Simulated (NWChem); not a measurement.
# SnH2, singlet; SMILES [SnH2]

Program: NWChem. Low-valent species are run as closed-shell singlets; no triplet was tried in these runs. Structure relaxed at the PBE0/def2-SVP level. def2 effective core potentials on Sn; no spin-orbit coupling. LC-ωPBE (HJS hole) with def2-SVP; x = 1 − exp(−ω/0.25 bohr⁻¹) is a scale chosen for this fit.

```
row           x  −ε(HOMO) (eV)
--------  -----  -------------
ω = 0.20  0.551           8.03
ω = 0.25  0.632           8.37
ω = 0.35  0.753           8.85
ω = 0.60  0.909           9.36
ω = 0.80  0.959       withheld
```

### Question
Fit a straight line of the last column on the one before it, predict the withheld value, and compare with the run.

### Answer

1. Means of the 4 shown rows: x = 0.7112, y = 8.652. Slope Σ(x − x̄)(y − ȳ)/Σ(x − x̄)² = 0.2703/0.07281 = 3.712; intercept 6.012.
2. The shown rows scatter about the line by 0.029 (root mean square); the largest residual is +0.04, at ω = 0.35.
3. At x = 0.959 (ω = 0.80; beyond the shown range) the line gives 9.57.
4. The run gives 9.48, -0.09 from the line, 3.1 times the scatter.
